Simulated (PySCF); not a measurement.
**Au²⁺ (gold, charge +2) across methods**

[Xe] 4f14 5d8 6s1, high-spin 4F determinant (an excited configuration). Calculation: PySCF 2.14, in def2-QZVPPD with the def2 core potential (60 electrons) (7s5p4d4f2g, 88 functions); a scalar-relativistic core potential.

| method | E (hartree) | mean ε 5d α (eV) | mean ε 5d β (eV) | mean ε 6s α (eV) | Σ⟨r²⟩ (bohr²) | ⟨S²⟩ |
| --- | --- | --- | --- | --- | --- | --- |
| BHandHLYP | -134.3491 | -34.658 | -32.920 | -26.341 | 36.15 | 3.751 |
| LDA | -134.2121 | -31.001 | -29.354 | -25.105 | 36.36 | 3.750 |
| UHF | -133.67385 | -37.853 | -35.614 | -27.448 | 36.18 | 3.753 |
| PBE0 | -134.4566 | -32.880 | -31.125 | -25.626 | 36.11 | 3.751 |
| BLYP | -134.4415 | -30.673 | -29.208 | -24.627 | 36.31 | 3.750 |
| CAM-B3LYP | -134.4113 | -34.227 | -32.630 | -26.924 | 36.23 | 3.751 |
| PW91 | -134.5417 | -30.971 | -29.364 | -24.844 | 36.22 | 3.751 |
| r2SCAN | -134.5188 | -31.474 | -29.592 | -25.045 | 35.99 | 3.751 |
| PBE | -134.4862 | -30.896 | -29.272 | -24.756 | 36.22 | 3.751 |

Energies and moments cover only the electrons outside the core potential. Spin-orbit coupling, absent here, splits the open shell strongly.
